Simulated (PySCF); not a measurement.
**Electron correlation in Mo²⁸⁺ (molybdenum, charge +28)**

[Ne] 3s2 3p2, high-spin 3P determinant. All numbers are calculated (PySCF 2.14, no relativity, point nucleus, in an uncontracted even-tempered set (16 s from 3.6 bohr⁻², ratio 2.5; 10 p from 4.7 bohr⁻², ratio 2.5; 5 d from 20 bohr⁻², ratio 2.7; 4 f from 30 bohr⁻², ratio 2.7)). Frozen: 1s2; 12 electrons correlated; the 17 highest virtual orbitals of each spin left out.

```
  level  correlation energy (mhartree)
   CCSD                        -502.44
    (T)                          -1.87
CCSD(T)                        -504.31
```

Diagnostics: T1 = 0.0013, D1 = 0.0057, largest double amplitude 0.084.

A non-relativistic calculation at this Z misses sizeable relativistic shifts. Spin-orbit coupling is strong in this species (close to jj coupling), so the high-spin LS determinant is a model state, not a physical level.

Cost of the coupled-cluster step: about 13 core-seconds, for 12 correlated electrons.

At this charge a non-relativistic calculation is a model, useful for the Z dependence of the correlation energy.

Spin-orbit coupling is strong in this species, so the high-spin LS determinant is a model state.
